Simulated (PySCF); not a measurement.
**Basis-set dependence of population analyses: butyl acetate**

Species: butyl acetate, C₆H₁₂O₂.
SMILES with atom numbers: `[CH3:1][CH2:2][CH2:3][CH2:4][O:5][C:6]([CH3:7])=[O:8]` (hydrogens: H9, H10, H11 on C1; H12, H13 on C2; H14, H15 on C3; H16, H17 on C4; H18, H19, H20 on C7)

PBE0 throughout (PySCF), one geometry, spherical d and f functions. Geometry: PBE0-D3(BJ)/def2-SVP, one conformer, isolated molecule. The first 7 of 13 kinds of atom are listed.

Mulliken charges (e):

```csv
basis,functions,C1,C2,C3,C4,O5,C6,C7
STO-3G,52,-0.233,-0.139,-0.148,-0.046,-0.195,+0.239,-0.260
pcSseg-0,96,-0.639,-0.541,-0.507,-0.122,-0.631,+0.619,-0.665
6-31G,96,-0.494,-0.327,-0.325,-0.097,-0.503,+0.519,-0.551
6-31G*,136,-0.528,-0.332,-0.347,-0.094,-0.463,+0.605,-0.627
cc-pVDZ,172,-0.091,-0.107,-0.085,+0.115,-0.271,+0.149,-0.054
def2-SVP,172,-0.093,-0.108,-0.092,+0.158,-0.330,+0.158,-0.049
pcSseg-1,196,-0.297,-0.280,-0.270,+0.064,-0.468,+0.374,-0.255
"6-311+G(2d,p)",288,-0.551,-0.233,-0.049,-0.261,-0.245,+0.535,-0.598
aug-cc-pVDZ,292,+0.514,+0.593,+0.355,+1.162,-0.507,+0.443,+0.347
def2-TZVP,320,-0.393,-0.174,-0.215,-0.072,-0.233,+0.310,-0.368
```

IAO charges (e):

```json
{"basis": "STO-3G", "functions": "52", "C1": "-0.393", "C2": "-0.253", "C3": "-0.266", "C4": "-0.124", "O5": "-0.183", "C6": "+0.264", "C7": "-0.442"}
{"basis": "pcSseg-0", "functions": "96", "C1": "-0.424", "C2": "-0.265", "C3": "-0.279", "C4": "-0.082", "O5": "-0.320", "C6": "+0.469", "C7": "-0.482"}
{"basis": "6-31G", "functions": "96", "C1": "-0.432", "C2": "-0.256", "C3": "-0.273", "C4": "-0.091", "O5": "-0.323", "C6": "+0.471", "C7": "-0.484"}
{"basis": "6-31G*", "functions": "136", "C1": "-0.411", "C2": "-0.244", "C3": "-0.261", "C4": "-0.058", "O5": "-0.342", "C6": "+0.526", "C7": "-0.473"}
{"basis": "cc-pVDZ", "functions": "172", "C1": "-0.410", "C2": "-0.242", "C3": "-0.261", "C4": "-0.058", "O5": "-0.340", "C6": "+0.522", "C7": "-0.473"}
{"basis": "def2-SVP", "functions": "172", "C1": "-0.401", "C2": "-0.238", "C3": "-0.256", "C4": "-0.053", "O5": "-0.339", "C6": "+0.520", "C7": "-0.463"}
{"basis": "pcSseg-1", "functions": "196", "C1": "-0.411", "C2": "-0.244", "C3": "-0.262", "C4": "-0.059", "O5": "-0.345", "C6": "+0.526", "C7": "-0.469"}
{"basis": "6-311+G(2d,p)", "functions": "288", "C1": "-0.424", "C2": "-0.250", "C3": "-0.268", "C4": "-0.063", "O5": "-0.349", "C6": "+0.536", "C7": "-0.482"}
{"basis": "aug-cc-pVDZ", "functions": "292", "C1": "-0.422", "C2": "-0.248", "C3": "-0.267", "C4": "-0.063", "O5": "-0.347", "C6": "+0.535", "C7": "-0.480"}
{"basis": "def2-TZVP", "functions": "320", "C1": "-0.424", "C2": "-0.250", "C3": "-0.269", "C4": "-0.061", "O5": "-0.350", "C6": "+0.540", "C7": "-0.484"}
```

Hirshfeld charges (e):

```json
{"basis": "STO-3G", "functions": "52", "C1": "-0.042", "C2": "-0.008", "C3": "-0.017", "C4": "+0.064", "O5": "-0.115", "C6": "+0.160", "C7": "-0.046"}
{"basis": "pcSseg-0", "functions": "96", "C1": "-0.101", "C2": "-0.044", "C3": "-0.060", "C4": "+0.012", "O5": "-0.103", "C6": "+0.214", "C7": "-0.109"}
{"basis": "6-31G", "functions": "96", "C1": "-0.100", "C2": "-0.047", "C3": "-0.060", "C4": "+0.018", "O5": "-0.124", "C6": "+0.212", "C7": "-0.101"}
{"basis": "6-31G*", "functions": "136", "C1": "-0.100", "C2": "-0.050", "C3": "-0.061", "C4": "+0.017", "O5": "-0.112", "C6": "+0.208", "C7": "-0.100"}
{"basis": "cc-pVDZ", "functions": "172", "C1": "-0.108", "C2": "-0.055", "C3": "-0.071", "C4": "+0.005", "O5": "-0.090", "C6": "+0.207", "C7": "-0.117"}
{"basis": "def2-SVP", "functions": "172", "C1": "-0.111", "C2": "-0.057", "C3": "-0.072", "C4": "+0.005", "O5": "-0.095", "C6": "+0.217", "C7": "-0.121"}
{"basis": "pcSseg-1", "functions": "196", "C1": "-0.113", "C2": "-0.060", "C3": "-0.075", "C4": "+0.004", "O5": "-0.100", "C6": "+0.217", "C7": "-0.121"}
{"basis": "6-311+G(2d,p)", "functions": "288", "C1": "-0.114", "C2": "-0.067", "C3": "-0.080", "C4": "+0.002", "O5": "-0.108", "C6": "+0.206", "C7": "-0.119"}
{"basis": "aug-cc-pVDZ", "functions": "292", "C1": "-0.121", "C2": "-0.070", "C3": "-0.084", "C4": "-0.002", "O5": "-0.104", "C6": "+0.210", "C7": "-0.128"}
{"basis": "def2-TZVP", "functions": "320", "C1": "-0.117", "C2": "-0.066", "C3": "-0.079", "C4": "0.000", "O5": "-0.103", "C6": "+0.210", "C7": "-0.123"}
```

ESP-fitted charges (e):

```tsv
basis	functions	C1	C2	C3	C4	O5	C6	C7
STO-3G	52	-0.284	-0.065	-0.193	+0.129	-0.353	+0.666	-0.643
pcSseg-0	96	-0.328	-0.011	-0.227	+0.241	-0.555	+0.973	-0.819
6-31G	96	-0.273	-0.044	-0.199	+0.285	-0.569	+0.924	-0.695
6-31G*	136	-0.288	+0.005	-0.148	+0.198	-0.427	+0.776	-0.688
cc-pVDZ	172	-0.242	+0.015	-0.121	+0.195	-0.408	+0.737	-0.620
def2-SVP	172	-0.234	+0.007	-0.131	+0.232	-0.447	+0.790	-0.633
pcSseg-1	196	-0.249	+0.024	-0.132	+0.261	-0.479	+0.825	-0.667
6-311+G(2d,p)	288	-0.281	+0.009	-0.117	+0.219	-0.441	+0.796	-0.726
aug-cc-pVDZ	292	-0.266	+0.010	-0.122	+0.224	-0.442	+0.809	-0.716
def2-TZVP	320	-0.278	+0.028	-0.122	+0.214	-0.430	+0.794	-0.716
```

Which scheme is steadiest as the basis changes?

Largest range over the bases for any column: Hirshfeld 0.08 e, IAO 0.28 e, ESP-fitted 0.31 e, Mulliken 1.42 e. Hirshfeld charges move least and Mulliken charges most, counted in e. Without the minimal STO-3G basis the ranges are Hirshfeld 0.03, IAO 0.07, ESP-fitted 0.24, Mulliken 1.42 e.

How much do the charges still move between the two largest bases, aug-cc-pVDZ and def2-TZVP?

At most, over all atoms: Mulliken 1.234 e, IAO 0.005 e, Hirshfeld 0.005 e, ESP-fitted 0.018 e.

What do the same runs give for the total energy, the frontier levels and the dipole moment?

```tsv
basis	energy (Eh)	HOMO (eV)	LUMO (eV)	μ (D)
STO-3G	-381.0151	-4.20	3.93	1.19
pcSseg-0	-384.9820	-7.95	0.37	1.55
6-31G	-385.7601	-7.75	0.48	1.60
6-31G*	-385.8776	-7.58	0.76	1.63
cc-pVDZ	-385.9059	-7.61	0.69	1.60
def2-SVP	-385.6041	-7.76	0.57	1.61
pcSseg-1	-385.8420	-7.90	0.43	1.71
6-311+G(2d,p)	-385.9988	-7.93	0.27	1.80
aug-cc-pVDZ	-385.9318	-7.90	-0.04	1.80
def2-TZVP	-386.0302	-7.89	0.41	1.78
```

The dipole is fixed by the density alone, so its range of 0.61 D shows that the density itself changes with the basis, not only its division among atoms.
